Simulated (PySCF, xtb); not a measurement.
CH2Li2, SMILES [Li][CH2][Li].

Harmonic wavenumbers (cm⁻¹) from GFN2-xTB run with xtb 6.7.1 at its own minimum, in rising order: 131, 218, 265, 320, 566, 579, 1380, 2830, 2839.

### Question
What does r2SCAN-D4/def2-TZVPD (PySCF) give at its own minimum? (Estimate from the structure and the level; the computed values follow.)

### Answer
105, 175, 295, 318, 591, 690, 1262, 2923, 2989. Paired by order, the mean absolute difference is 66 cm⁻¹ and the zero-point energies are 13.0 and 13.4 kcal/mol.
